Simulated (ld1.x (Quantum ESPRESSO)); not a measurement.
Which change was made? (B, TM)

ld1.x (Quantum ESPRESSO) 7.5 input, shortened:

```
&input
   title='B', zed=5., rel=0, dft='PBESOL', iswitch=3,
   config='[He] 2s2 2p1'
 /
 &inputp
   pseudotype=2, tm=.true., lloc=0,
   nlcc=.false.
 /
2
2P  2  1   1.00   0.00  3.70  3.70  0.0
2S  1  0   2.00   0.00  1.55  1.55  0.0
 &test
   configts(1)='2s2 2p1'
 /
```

Cutoffs, loose and tight: the cutoffs (Ry, on a coarse ladder) from which the occupation-weighted sum of valence levels, in a spherical-Bessel basis at the reference potential, stays within 10 and 1 mRy of its value at 400 Ry. They do not see the model core or the augmentation charge, which bear on the density cutoff. Test errors are all-electron minus pseudo excitation energies from the reference, over the configurations 2s2 2p0; 2s1 2p0; 2s2 2p0.5; 2s2 2p1.3; 2s0 2p3; 2s1 2p1; 2s1 2p2; variants that change the core or the reference have their own tests.

The base gives: outcome: generated; cutoff, loose: 18 Ry; cutoff, tight: 50 Ry; bound ghosts: none; largest test error (meV): +503.

Question: After one change the result is: outcome: generated; cutoff, loose: 12 Ry; cutoff, tight: 30 Ry; bound ghosts: none; largest test error (meV): +501. Which change was it?
A. wave 2s (bound): rc 1.55 bohr becomes 2s (bound): rc 1.20 bohr
B. wave 2s (bound): rc 1.55 bohr becomes 2s (bound): rc 2.00 bohr
C. all radii scaled by about 0.87 (s 1.34, p 3.22 bohr)
D. type RRKJ; local potential all-electron potential smoothed inside 1.35 bohr (lloc = -1)
E. wave 2p (bound): rc 3.70 bohr becomes 2p (bound): rc 2.68 bohr

Answer: B. The others give: wave 2s (bound): rc 1.55 bohr becomes 2s (bound): rc 1.20 bohr → outcome: generated; cutoff, loose: 21 Ry; cutoff, tight: 55 Ry; bound ghosts: none; largest test error (meV): +503 | type RRKJ; local potential all-electron potential smoothed inside 1.35 bohr (lloc = -1) → outcome: generated; cutoff, loose: 30 Ry; cutoff, tight: 40 Ry; bound ghosts: none; largest test error (meV): +670 | wave 2p (bound): rc 3.70 bohr becomes 2p (bound): rc 2.68 bohr → outcome: generated; cutoff, loose: 18 Ry; cutoff, tight: 50 Ry; bound ghosts: none; largest test error (meV): +189 | all radii scaled by about 0.87 (s 1.34, p 3.22 bohr) → outcome: generated; cutoff, loose: 21 Ry; cutoff, tight: 55 Ry; bound ghosts: none; largest test error (meV): +316.
